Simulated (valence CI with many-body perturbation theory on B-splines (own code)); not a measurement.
# Forbidden lines of Yb21+

Computed by valence CI with perturbative core correlation (CI+MBPT): three valence electrons over a frozen Dirac-Fock core [Kr] 4d10, a basis of 7 s, 7 p, 7 d, 7 f, 4 g, 2 h functions for each j, with the one-electron correlation potential Σ1 (screened to all orders), the two-electron term Σ2, the three-electron term Σ3, Breit, model QED; selected single and double excitations, second order for the rest, scaled by the run's own slope (own B-spline code, finite nucleus).

No measured spectrum was set against this ion. As an estimate, terms of the open shell hold to a few per cent of their energy, and close levels can change places. The list stops below the first excitations out of the core.

Lines 51 to 100 of 120 in falling wavelength, among levels below 143.03 eV, chosen from the decays that carry over 1 % of a level's rate. Wavelengths and rates use the calculated energies, so an error of 2000 cm⁻¹ moves a line at 4520 Å by 9 % and its rate by three times that or more. Electric multipoles are in the length gauge, E1 and E2 with the static RPA response of the core. Weak lines are less certain than strong ones. Lines between different terms over intervals too small for the method are left out, as are lines whose strength nearly cancels. Where a level lies close to another of its J and parity, the split of strength between their lines is uncertain.

Levels are named by their leading jj configuration (3d3/2^4 stands for four electrons in 3d with j = 3/2), which in mixed levels can hold well under half, so a name can repeat and another be missing. Letters in brackets count levels of one name in rising energy.

```csv
λ vac (Å),Upper,Lower,Type,A (s⁻¹),Branch %
4520,(4f5/2 4f7/2^2) J=7/2 [a],(4f5/2^2 4f7/2) J=5/2 [a],M1,3.41e+01,29.2
4395,(4f5/2 4f7/2^2) J=1/2,(4f5/2 4f7/2^2) J=3/2 [a],M1,1.76e+01,29.5
4317,(4f7/2^3) J=9/2,(4f5/2^2 4f7/2) J=7/2 [b],M1,1.89e+01,8.1
4303,(4f7/2^3) J=9/2,(4f5/2 4f7/2^2) J=9/2 [a],M1,1.25e+02,53.1
4292,(4f5/2 4f7/2^2) J=3/2 [a],(4f5/2^2 4f7/2) J=5/2 [a],M1,6.18e+01,29.4
4248,(4f5/2 4f7/2^2) J=13/2 [b],(4f5/2^2 4f7/2) J=15/2,M1,3.52e+00,3.8
4155,(4f5/2^2 4f7/2) J=1/2,(4f5/2^2 4f7/2) J=3/2 [a],M1,4.68e+01,47.8
4150,(4f7/2^3) J=3/2,(4f5/2 4f7/2^2) J=3/2 [a],M1,1.52e+02,46.6
4118,(4f5/2 4f7/2^2) J=11/2 [b],(4f5/2^2 4f7/2) J=13/2,M1,5.50e+00,5.0
3966,(4f5/2 4f7/2^2) J=5/2 [a],(4f5/2^3) J=5/2,M1,7.41e+00,6.5
3799,(4f5/2 4f7/2^2) J=17/2,(4f5/2^2 4f7/2) J=15/2,M1,6.29e+01,84.3
3775,(4f5/2 4f7/2^2) J=11/2 [b],(4f5/2 4f7/2^2) J=11/2 [a],M1,4.48e+01,41.0
3629,(4f5/2 4f7/2^2) J=7/2 [b],(4f5/2 4f7/2^2) J=9/2 [b],M1,3.88e+00,5.6
3546,(4f5/2 4f7/2^2) J=9/2 [b],(4f5/2^2 4f7/2) J=9/2,M1,3.82e+01,33.9
3416,(4f5/2 4f7/2^2) J=5/2 [a],(4f5/2^2 4f7/2) J=7/2 [a],M1,4.01e+01,35.1
3381,(4f5/2 4f7/2^2) J=11/2 [a],(4f5/2 4f7/2^2) J=13/2 [a],M1,4.85e+01,33.5
3374,(4f5/2 4f7/2^2) J=5/2 [a],(4f5/2^2 4f7/2) J=3/2 [a],M1,8.46e+00,7.4
3342,(4f5/2^2 4f7/2) J=5/2 [b],(4f5/2^3) J=5/2,M1,2.30e+01,16.7
3334,(4f5/2 4f7/2^2) J=7/2 [b],(4f5/2 4f7/2^2) J=7/2 [a],M1,4.45e+00,6.4
3275,(4f5/2^2 4f7/2) J=3/2 [b],(4f5/2^3) J=5/2,M1,5.42e+00,12.5
3242,(4f5/2^2 4f7/2) J=15/2,(4f5/2 4f7/2^2) J=15/2 [a],M1,9.06e+01,47.6
3188,(4f5/2 4f7/2^2) J=15/2 [b],(4f5/2^2 4f7/2) J=13/2,M1,1.09e+02,54.0
3176,(4f5/2 4f7/2^2) J=3/2 [a],(4f5/2^3) J=3/2,M1,3.97e+01,18.9
3146,(4f5/2^2 4f7/2) J=13/2,(4f5/2 4f7/2^2) J=13/2 [a],M1,4.13e+01,23.4
3122,(4f5/2 4f7/2^2) J=9/2 [c],(4f5/2 4f7/2^2) J=7/2 [a],M1,6.16e+01,37.4
3118,(4f7/2^3) J=9/2,(4f5/2^2 4f7/2) J=7/2 [a],M1,1.47e+01,6.2
3038,(4f5/2 4f7/2^2) J=13/2 [b],(4f5/2^2 4f7/2) J=13/2,M1,3.31e+01,35.4
2994,(4f5/2 4f7/2^2) J=5/2 [a],(4f5/2^2 4f7/2) J=5/2 [a],M1,1.58e+01,13.8
2942,(4f5/2^2 4f7/2) J=5/2 [b],(4f5/2^2 4f7/2) J=7/2 [a],M1,4.68e+01,33.9
2911,(4f5/2^2 4f7/2) J=5/2 [b],(4f5/2^2 4f7/2) J=3/2 [a],M1,1.81e+01,13.1
2903,(4f5/2^2 4f7/2) J=9/2,(4f5/2^3) J=9/2,M1,1.17e+02,80.4
2860,(4f5/2^2 4f7/2) J=3/2 [b],(4f5/2^2 4f7/2) J=3/2 [a],M1,3.11e+01,71.5
2847,(4f5/2 4f7/2^2) J=13/2 [b],(4f5/2 4f7/2^2) J=11/2 [a],M1,9.87e+00,10.5
2777,(4f5/2^2 4f7/2) J=1/2,(4f5/2^3) J=3/2,M1,5.02e+01,51.3
2731,(4f5/2^2 4f7/2) J=11/2 [b],(4f5/2^2 4f7/2) J=9/2,M1,5.33e-01,1.0
2624,(4f5/2^2 4f7/2) J=5/2 [b],(4f5/2^2 4f7/2) J=5/2 [a],M1,5.62e+00,4.1
2584,(4f5/2 4f7/2^2) J=9/2 [a],(4f5/2^2 4f7/2) J=11/2 [a],M1,2.53e+01,21.4
2558,(4f5/2 4f7/2^2) J=7/2 [b],(4f5/2^2 4f7/2) J=7/2 [b],M1,1.75e+00,2.5
2553,(4f5/2 4f7/2^2) J=7/2 [b],(4f5/2 4f7/2^2) J=9/2 [a],M1,2.37e+00,3.4
2511,(4f7/2^3) J=9/2,(4f5/2^2 4f7/2) J=9/2,M1,6.00e+00,2.6
2447,(4f5/2 4f7/2^2) J=11/2 [a],(4f5/2^2 4f7/2) J=11/2 [a],M1,3.99e+01,27.6
2429,(4f5/2^2 4f7/2) J=15/2,(4f5/2 4f7/2^2) J=13/2 [a],M1,9.19e+01,48.3
2405,(4f5/2 4f7/2^2) J=5/2 [a],(4f5/2^3) J=3/2,M1,2.47e+01,21.6
2369,(4f5/2^2 4f7/2) J=7/2 [a],(4f5/2^3) J=9/2,M1,7.33e+00,55.5
2364,(4f5/2 4f7/2^2) J=1/2,(4f5/2^2 4f7/2) J=3/2 [a],M1,1.46e+01,24.5
2322,(4f5/2^2 4f7/2) J=13/2,(4f5/2^2 4f7/2) J=11/2 [a],M1,1.35e+02,76.6
2291,(4f7/2^3) J=3/2,(4f5/2^2 4f7/2) J=3/2 [a],M1,1.25e+01,3.8
2210,(4f5/2 4f7/2^2) J=11/2 [b],(4f5/2^2 4f7/2) J=9/2,M1,2.02e+01,18.5
2161,(4f5/2^3) J=5/2,(4f5/2^3) J=9/2,E2,4.74e-01,7.2
2160,(4f5/2^2 4f7/2) J=5/2 [b],(4f5/2^3) J=3/2,M1,1.62e+01,11.7
```
